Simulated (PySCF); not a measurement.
## Chromium: a sound run and one with changed settings

Sound run: Cr²⁺ [Ar] 3d4, Cr³⁺ [Ar] 3d3. Computed with PySCF 2.14 in cc-pVTZ, with no relativity, point nucleus. In the sound run the correlated levels freeze [Ar]. The sound run starts from symmetry-adapted Hartree-Fock orbitals and uses a fine grid where one is needed.

Changed run: the spin-free X2C one-electron Hamiltonian (Gaussian nucleus). This setting is unsound on purpose.

```json
{"species": "Cr²⁺", "method": "UHF", "sound run (hartree)": "-1042.58281", "changed run (hartree)": "-1047.86629", "converged": "yes"}
{"species": "Cr²⁺", "method": "PBE0", "sound run (hartree)": "-1043.37228", "changed run (hartree)": "-1048.65270", "converged": "yes"}
{"species": "Cr²⁺", "method": "M06-2X", "sound run (hartree)": "-1043.54447", "changed run (hartree)": "-1048.82475", "converged": "yes"}
{"species": "Cr²⁺", "method": "MP2", "sound run (hartree)": "-1042.62350", "changed run (hartree)": "-1047.90717", "converged": "yes"}
{"species": "Cr³⁺", "method": "UHF", "sound run (hartree)": "-1041.48473", "changed run (hartree)": "-1046.77593", "converged": "yes"}
{"species": "Cr³⁺", "method": "PBE0", "sound run (hartree)": "-1042.21529", "changed run (hartree)": "-1047.50315", "converged": "yes"}
{"species": "Cr³⁺", "method": "M06-2X", "sound run (hartree)": "-1042.39587", "changed run (hartree)": "-1047.68390", "converged": "yes"}
{"species": "Cr³⁺", "method": "MP2", "sound run (hartree)": "-1041.50170", "changed run (hartree)": "-1046.79295", "converged": "yes"}
```

Ionisation energy of Cr²⁺:

```tsv
method	sound run (eV)	changed run (eV)
UHF	29.880	29.670
PBE0	31.483	31.281
M06-2X	31.255	31.044
MP2	30.526	30.319
SCS-MP2	30.095	29.887
```

Most of the change in total energy is the relativistic energy itself. On top of that the contraction fixes the core shape for the Hamiltonian it was made with, so the changed run is not a good calculation with the other Hamiltonian either.

For comparison, NIST gives 30.959 ± 0.025 eV between the lowest levels.
